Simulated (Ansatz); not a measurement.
Calculated with Ansatz (gas phase, PBE0-D4/def2-TZVP geometries, no zero-point term in ΔE). CBS: MP2 limit from def2 TZ/QZ plus the TZ coupled-cluster correction, frozen cores. This one scheme is used for every species. DFT in def2-TZVPP. B3LYP here is the variant with VWN-RPA as its local correlation; programs differ in this. For Zn outer-core shells are correlated without core-valence functions, which leaves a few kJ/mol of doubt a bond. Scalar relativity is left out up to krypton. One conformer a species, not always the lowest.

Consider the formal exchange of groups at the Si–Al bond: `[BH2][AlH][SiH3]` + `N[CH2][ZnH]` → `N[CH2][Zn][SiH3]` + `[BH2][AlH2]`.

Task: Is it downhill or uphill in electronic energy at CCSD(T)/CBS, and by how much? (Estimate.)

Result: Ansatz gave: Downhill: ΔE = -8.6 kJ/mol.

Task: What do these levels give: LDA (SPW92), B3LYP-D4, B2PLYP, r2SCAN, SCS-MP2/def2-QZVPP, CCSD/CBS(def2)? (Best estimate.)

Result: Computed: LDA (SPW92) -5.1, B3LYP-D4 -10.3, B2PLYP -9.9, r2SCAN -8.0, SCS-MP2/def2-QZVPP -9.3, CCSD/CBS(def2) -8.5 kJ/mol.

Largest T1 diagnostic among the species: 0.014.

From BLYP to BHLYP (50 % exact exchange), in def2-TZVPP and without D4, ΔE moves by +5.2 kJ/mol. Leaving LDA and LC-ωPBE aside and taking each functional with its dispersion term where it has one, the values, not all of them listed here, spread over 8.1 kJ/mol, from BLYP-D4 to PBE-QIDH. LDA lies +3.4 kJ/mol from PBE without D4. At CCSD(T), def2-SVP lies −3.9 kJ/mol from the extrapolated value and def2-TZVPP +4.6 kJ/mol.
